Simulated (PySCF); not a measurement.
CH₅AlO₃ (SMILES C[O][Al]([OH])[OH]), singlet, at a GFN2-xTB geometry (such geometries of metal compounds can be far from the true shape); PySCF with CISD/def2-SVP.

The PySCF input:
```python
from pyscf import gto, scf, ci

mol = gto.Mole()
mol.atom = '''
    Al    0.118548    0.421614    0.301775
    O     1.182628    1.667307    0.039343
    H     1.779795    1.894641   -0.660055
    O    -0.789463    0.350649    1.686726
    H    -0.895515    0.873208    2.469759
    O    -0.009765   -0.751763   -0.864037
    C    -0.562749   -1.936446   -1.356502
    H    -1.055628   -1.734775   -2.311776
    H     0.234342   -2.668583   -1.513886
    H    -1.294820   -2.356331   -0.664356
'''
mol.basis = 'def2-svp'
mol.charge = 0
mol.spin = 0
mol.verbose = 4
mol.max_memory = 1800
mol.build()

mf = scf.RHF(mol)
mf.kernel()

myci = ci.CISD(mf, frozen=9)
myci.kernel()
print('E(CISD) = %.10f' % myci.e_tot)
```

The log (banner, timings and long lists left out):

```
PySCF version 2.14.0

[INPUT] verbose = 4
[INPUT] num. atoms = 10
[INPUT] num. electrons = 48
[INPUT] charge = 0
[INPUT] spin (= nelec alpha-beta = 2S) = 0
[INPUT] symmetry False subgroup None
[INPUT] Mole.unit = angstrom
[INPUT] Symbol           X                Y                Z      unit          X                Y                Z       unit  Magmom
[INPUT]  1 Al     0.118548000000   0.421614000000   0.301775000000 AA    0.224023252615   0.796734990282   0.570272101241 Bohr   0.0
[INPUT]  2 O      1.182628000000   1.667307000000   0.039343000000 AA    2.234843027242   3.150753595570   0.074347494919 Bohr   0.0
[INPUT]  3 H      1.779795000000   1.894641000000  -0.660055000000 AA    3.363325107870   3.580352594372  -1.247323177150 Bohr   0.0
[INPUT]  4 O     -0.789463000000   0.350649000000   1.686726000000 AA   -1.491868855478   0.662630575853   3.187450187183 Bohr   0.0
[INPUT]  5 H     -0.895515000000   0.873208000000   2.469759000000 AA   -1.692278090440   1.650123969779   4.667168103680 Bohr   0.0
[INPUT]  6 O     -0.009765000000  -0.751763000000  -0.864037000000 AA   -0.018453175606  -1.420626180581  -1.632793291491 Bohr   0.0
[INPUT]  7 C     -0.562749000000  -1.936446000000  -1.356502000000 AA   -1.063441486873  -3.659352595010  -2.563417267425 Bohr   0.0
[INPUT]  8 H     -1.055628000000  -1.734775000000  -2.311776000000 AA   -1.994847809422  -3.278249637742  -4.368623501343 Bohr   0.0
[INPUT]  9 H      0.234342000000  -2.668583000000  -1.513886000000 AA    0.442842199483  -5.042891010670  -2.860829923813 Bohr   0.0
[INPUT] 10 H     -1.294820000000  -2.356331000000  -0.664356000000 AA   -2.446855180609  -4.452820248823  -1.255450889212 Bohr   0.0

nuclear repulsion = 228.720905805133
number of shells = 47
number of NR pGTOs = 167
number of NR cGTOs = 99
basis = def2-svp
ecp = {}

******** <class 'pyscf.scf.hf.RHF'> ********
method = RHF
initial guess = minao
damping factor = 0
level_shift factor = 0
DIIS = <class 'pyscf.scf.diis.CDIIS'>
diis_start_cycle = 1
diis_space = 8
diis_damp = 0
SCF conv_tol = 1e-09
SCF conv_tol_grad = None
SCF max_cycles = 50
direct_scf = True
direct_scf_tol = 1e-13
Set gradient conv threshold to 3.16228e-05
Initial guess from minao.
init E= -507.38868114147
  HOMO = -0.377070230801559  LUMO = -0.0395596981555442  gap/eV = 9.18413
cycle= 1 E= -507.018390585632  delta_E= 0.37  |g|= 0.842  |ddm|= 3.04
  HOMO = -0.374288945726804  LUMO = 0.123534664956682  gap/eV = 13.54647
cycle= 2 E= -507.118610562794  delta_E= -0.1  |g|= 0.478  |ddm|= 0.806
  HOMO = -0.442974857775652  LUMO = 0.108821076853401  gap/eV = 15.01513
cycle= 3 E= -507.160477896818  delta_E= -0.0419  |g|= 0.052  |ddm|= 0.317
  HOMO = -0.433953792932369  LUMO = 0.110901324356927  gap/eV = 14.82626
cycle= 4 E= -507.16133053903  delta_E= -0.000853  |g|= 0.0103  |ddm|= 0.0619
  HOMO = -0.436659796478918  LUMO = 0.11084307150838  gap/eV = 14.89831
cycle= 5 E= -507.16136992234  delta_E= -3.94e-05  |g|= 0.00363  |ddm|= 0.0138
  HOMO = -0.435829072764973  LUMO = 0.110720813292937  gap/eV = 14.87238
cycle= 6 E= -507.161374831683  delta_E= -4.91e-06  |g|= 0.00121  |ddm|= 0.00436
  HOMO = -0.435978506395995  LUMO = 0.11066688344316  gap/eV = 14.87498
cycle= 7 E= -507.161375511293  delta_E= -6.8e-07  |g|= 0.000399  |ddm|= 0.00181
  HOMO = -0.43597827042522  LUMO = 0.110659157833361  gap/eV = 14.87476
cycle= 8 E= -507.161375588173  delta_E= -7.69e-08  |g|= 0.000105  |ddm|= 0.000608
  HOMO = -0.435971660822734  LUMO = 0.110659667227539  gap/eV = 14.87460
cycle= 9 E= -507.161375595499  delta_E= -7.33e-09  |g|= 1.76e-05  |ddm|= 0.000222
  HOMO = -0.435970346113951  LUMO = 0.110659809060111  gap/eV = 14.87456
cycle= 10 E= -507.161375595698  delta_E= -1.99e-10  |g|= 3.58e-06  |ddm|= 3.94e-05
  HOMO = -0.435969815698408  LUMO = 0.110660053180425  gap/eV = 14.87456
Extra cycle  E= -507.161375595702  delta_E= -3.87e-12  |g|= 1.39e-06  |ddm|= 5.57e-06
converged SCF energy = -507.161375595702

******** <class 'pyscf.ci.cisd.RCISD'> ********
CISD nocc = 15, nmo = 90
frozen orbitals 9
max_cycle = 50
direct = 0
conv_tol = 1e-09
max_cycle = 50
max_space = 12
lindep = 0
nroots = 1
Init t2, MP2 energy = -0.754736303855803
RCISD converged
E(RCISD) = -507.829786762595  E_corr = -0.6684111668926773
E(CISD) = -507.8297867626
```
